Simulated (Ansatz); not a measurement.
The cluster Be2F3⁺, relaxed as a singlet with RKS r2SCAN-D4/def2-TZVP in Ansatz, starting from the r2SCAN-D4/def2-TZVP geometry of the neutral doublet. Force threshold 0.02 eV/Å.

The structure comes from a short search, and lower isomers may exist.

Start:

```xyz
5

Be    1.5245   -0.2015    0.4564
Be   -0.5719    0.0752   -0.1711
F     0.7553   -0.2802   -0.9160
F     0.1807    0.1571    1.1962
F    -1.8886    0.2494   -0.5655
```

```json
{"step": "1", "energy (eV)": "-8950.6617", "largest force component (eV/Å)": "2.817", "SCF passes": "17"}
{"step": "2", "energy (eV)": "-8950.8979", "largest force component (eV/Å)": "1.836", "SCF passes": "18"}
{"step": "3", "energy (eV)": "-8951.0812", "largest force component (eV/Å)": "0.823", "SCF passes": "23"}
{"step": "4", "energy (eV)": "-8951.1045", "largest force component (eV/Å)": "0.369", "SCF passes": "19"}
{"step": "5", "energy (eV)": "-8951.1080", "largest force component (eV/Å)": "0.149", "SCF passes": "18"}
{"step": "6", "energy (eV)": "-8951.1084", "largest force component (eV/Å)": "0.006", "SCF passes": "19"}
```

Force components are those of the run's own axes.

End:

Cartesian coordinates in Å:
```
Be 1.4189 -0.1870 0.4247
Be -0.6308 0.0832 -0.1888
F 0.8551 -0.2960 -0.9017
F 0.2727 0.1473 1.2393
F -1.9159 0.2525 -0.5735
```

By distances, no bond broke or formed. The bond that changes most is Be1–F4, from 1.58 to 1.45 Å (atoms count from 1).

No frequencies were taken in this run, so the end may be a saddle point.

Hardware: 4 threads of Arm Neoverse V1 on a shared host. Wall time 6 s.
